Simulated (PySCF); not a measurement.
A structure optimised at PBE-D3(BJ)/def2-SVP, used in a PySCF frequency run:

```xyz
9

Ti     0.0000     0.0000     0.0876
Cl    -1.8064     1.0429     0.7791
Cl     1.8064     1.0429     0.7791
Cl     0.0000    -2.0858     0.7791
O      0.0000     0.0000    -1.6442
C      0.0000     0.0000    -3.0418
H      0.0000    -1.0446    -3.4201
H     -0.9046     0.5223    -3.4201
H      0.9046     0.5223    -3.4201
```
Charge 0, spin multiplicity 1.

Problem. Write its SMILES, formula and point group.

Solution. C[O][Ti]([Cl])([Cl])[Cl], CH₃Cl₃OTi, C3v

Problem. What are its rotational constants (standard atomic weights)?

Solution. 1.0845, 1.0385, 1.0385 GHz
